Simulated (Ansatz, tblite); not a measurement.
Species of one formula, MoN2O2H4 (singlet), each relaxed with r2SCAN-D4/def2-SVP in Ansatz.

In the def2 sets Mo takes a core potential; there is no spin–orbit coupling. The xTB rows come from tblite. HSE06 is defined as in plane-wave codes, on full-range PBE exchange.

Run but left out: HF/STO-3G (A: restricted singlet, unstable in another Hartree–Fock run and untested here); HF/def2-SVP, HF/def2-TZVP, MP2/def2-SVP, MP2/def2-TZVP, CCSD/def2-SVP, CCSD(T)/def2-SVP (A: restricted singlet, unstable towards broken spin symmetry).

A: The restricted singlet is unstable towards broken spin symmetry in Hartree–Fock (as tested in another run); at PBE-D4/def2-SVP, PBE-D4/def2-TZVP, r2SCAN-D4/def2-TZVP, PBE0-D4/def2-SVP and others this wasn't settled.

Other spin states weren't relaxed.

A: Mo(NH)2(OH)2 (MoN2O2H4)

```xyz
9

Mo    0.007    0.030    0.117
N    -1.470    0.005   -0.796
N     1.371   -0.429   -0.855
O    -0.120   -1.219    1.539
O     0.257    1.804    0.740
H    -2.046   -0.123   -1.627
H     1.846   -0.732   -1.705
H    -0.996   -1.506    1.830
H     1.152    2.171    0.757
```

B: MoO2(NH2)2 (MoN2O2H4)

```xyz
9

Mo   -0.4458   -0.2980   -0.3783
N     0.6385    1.2032   -0.9480
N    -0.0496   -0.8093    1.4479
O    -0.0620   -1.6157   -1.3748
O    -2.0689    0.1912   -0.4337
H     0.3574    2.1782   -0.8680
H     1.5360    1.1168   -1.4204
H     0.6364   -1.5138    1.7111
H    -0.5419   -0.4525    2.2642
```

**Question.** Estimate which lies lowest at each level, and how far above it the others are (kcal/mol).

**Answer.** 
```
               level     A    B
            GFN1-xTB  29.9  0.0
            GFN2-xTB  19.7  0.0
     PBE-D4/def2-SVP  31.1  0.0
    PBE-D4/def2-TZVP  30.5  0.0
 r2SCAN-D4/def2-TZVP  30.1  0.0
    PBE0-D4/def2-SVP  28.1  0.0
   PBE0-D4/def2-TZVP  28.1  0.0
r2SCAN0-D4/def2-TZVP  27.5  0.0
  HSE06-D4/def2-TZVP  28.1  0.0
```
Point groups (tolerance 0.1 Å): A C2, B Cs.
